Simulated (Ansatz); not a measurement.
Which is lower?

The two ends of one reaction step of SiH3BrF2, closed shell (PBE0-D4/def2-TZVP).

A:

| atom | x (Å) | y (Å) | z (Å) |
| --- | --- | --- | --- |
| Si1 | 0.5123 | 0.4539 | 0.8260 |
| H2 | -1.6259 | -0.8803 | -1.7195 |
| F3 | 0.5000 | -1.1188 | 0.9509 |
| F4 | -0.9768 | 0.9302 | 0.6112 |
| H5 | 1.0417 | 1.0410 | 2.0609 |
| H6 | -1.1572 | -1.4524 | -1.8204 |
| Br7 | 1.7059 | 1.0264 | -0.9093 |

B:

Si1  (-0.622, 0.089, 0.761)
H2  (-1.578, 0.278, -0.344)
F3  (0.293, -1.172, 0.429)
F4  (-1.436, -0.261, 2.077)
H5  (0.252, 1.241, 1.044)
H6  (1.603, -0.703, -1.631)
Br7  (1.488, 0.528, -2.336)
(Å)

Program: Ansatz 0.2.0. Basis: def2-TZVPP. Cores are frozen in the correlated methods. Filled d shells of the heavier atoms are correlated. The def2 sets are not built for correlating such inner shells, so the correlated values are less sure here. B3LYP uses VWN-RPA correlation.

Which structure is lower at CCSD(T), and by how much? (To be estimated.)

By the calculation: A, by 15.45 kcal/mol (electronic energy, against the other). By their contacts, A is a complex of SiHBrF₂ ([F][SiH]([F])[Br]) + H₂ and B is a complex of SiH₂F₂ ([F][SiH2][F]) + HBr.

All methods give the same order:

| method | E(B) − E(A) (kcal/mol) |
| --- | --- |
| SPW92 | 15.92 |
| PBE-D4 | 17.29 |
| BLYP-D4 | 16.27 |
| r2SCAN-D4 | 18.26 |
| B97M-V | 16.85 |
| PBE0-D4 | 16.95 |
| B3LYP-D4 | 15.96 |
| r2SCAN0-D4 | 17.72 |
| BHLYP-D4 | 15.60 |
| CAM-B3LYP-D4 | 14.97 |
| wB97X-V | 16.17 |
| wB97M-V | 16.86 |
| B2PLYP | 15.95 |
| PBE-QIDH | 17.05 |
| RPA on PBE | 14.10 |
| HF | 13.89 |
| MP2 | 17.45 |
| CCSD | 14.74 |
| CCSD(T) | 15.45 |

No T1 diagnostic of these runs exceeds 0.010.

Labels in which every atom is bracketed show which atoms are joined, not bond orders.

For scale, one of the runs: CCSD(T)/def2-TZVPP, 194 basis functions, launched by `ansatz run in.yaml --threads 4 --pin off --events-out ev --progress --plain --max-ram 9574MiB`. The run took 88 s on 4 CPU threads of an Arm Neoverse V1 (shared host), with 2.3 GiB of host memory at its peak.
